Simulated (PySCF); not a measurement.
Job for PySCF: R-B3LYP/6-31G* on H4OSi (SMILES O[SiH3]) with ghost functions, monomers drawn apart or pushed together.

```python
from pyscf import gto, scf, dft, mp
from pyscf.data.elements import chemcore

mol = gto.M(
    atom='''
    O    -0.49117392   -1.26085986    4.11651655
    Si   -0.03599865    0.26564255    4.55114787
    H    -0.62557089   -1.44158042    3.18218045
    H     1.10028116    0.74350773    3.72244273
    H     0.37143552    0.18488999    5.96769969
    H    -1.14514987    1.23945523    4.40375365
    ghost-Si   -0.00624670    0.15045999    0.19760348
    ghost-H   -0.82315555    1.07555603    1.01331539
    ghost-H    1.37651391    0.65870729    0.08434713
    ghost-H   -0.60913515   -0.00417720   -1.14389018
    ghost-H    0.01719270   -1.17477879    0.86582093
    ''',
    basis='6-31g*',
    cart=True,
    charge=0, spin=0, verbose=3, max_memory=1800)
mf = dft.RKS(mol, xc='b3lyp')
mf.conv_tol = 1e-8
mf.max_cycle = 100
mf.kernel()
if not mf.converged:
    mf = mf.newton().run(mf.mo_coeff, mf.mo_occ)
```

Q: What total energy does the run end on?

A: -367.1430 hartree.
